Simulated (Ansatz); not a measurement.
Cartesian coordinates in Å:
```
C -0.128 1.543 -1.151
Si 1.040 0.486 -0.167
F 2.010 -0.305 -1.177
Si -0.106 -1.082 1.153
S -1.537 -2.016 -0.143
H -0.770 2.117 -0.476
H -0.770 0.934 -1.790
H 0.423 2.247 -1.780
H 1.910 1.326 0.702
H 0.815 -2.086 1.752
H -0.796 -0.375 2.269
H -2.091 -2.789 0.807
```

Charge 0, multiplicity 1.

(1) List the B3LYP/def2-TZVPP orbital energies in eV (Ansatz). (Estimate.)

Answers

(1) The calculation gave: Occupied: -2417.90, -1799.81, -1799.41, -671.31, -276.71, -215.92, -160.48, -160.40, -160.28, -144.25, -143.93, -99.62, -99.55, -99.53, -99.27, -99.22, -99.22, -32.23, -20.12, -19.51, -15.27, -14.08, -12.44, -12.16, -11.83, -11.56, -11.34, -11.17, -9.99, -9.25, -8.97, -7.96, -7.26. Lowest empty: -0.71, -0.34, 0.05, 0.63, 1.24, 1.37, 1.65, 2.09.

B3LYP here is the variant with VWN-RPA as its local correlation; programs differ in this.
